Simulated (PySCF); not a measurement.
**Ionisation energy of Zr²³⁺ by level of theory**

Zr²³⁺ [Ne] 3s2 3p5 (2P) → Zr²⁴⁺ [Ne] 3s2 3p4 (3P), as a difference of total energies. All numbers are calculated (PySCF 2.14, the non-relativistic Hamiltonian (point nucleus), in an even-tempered Gaussian basis (17 s from 2.5 bohr⁻², ratio 2.5; 11 p from 3.2 bohr⁻², ratio 2.5; 5 d from 17 bohr⁻², ratio 2.7; 4 f from 25 bohr⁻², ratio 2.7)). Correlated levels: outer shells: 1s2 frozen; virtual orbitals above 40 to 60 times the deepest correlated orbital energy dropped. The calculations carry no spin-orbit coupling.

| method | ionisation energy (eV) |
| --- | --- |
| UHF | 1141.8 |
| LDA | 1143.9 |
| PBE | 1143.9 |
| PBE0 | 1143.9 |
| r2SCAN | 1144.0 |
| TPSSh | 1143.9 |
| MN15 | 1148.1 |
| MP2 (outer shells) | 1142.7 |
| SCS-MP2 (outer shells) | 1142.6 |

Spin-orbit coupling is strong in these open shells (close to jj coupling). The scalar numbers leave it out and a first-order estimate fails, so it can dominate the gap to the real levels.

All relativistic terms are absent from these numbers, so their closeness to the reference says little about the methods.

For comparison: 1144.7 ± 1.2 eV (semi-empirical (NIST evaluation); NIST Atomic Spectra Database, ionization energies).
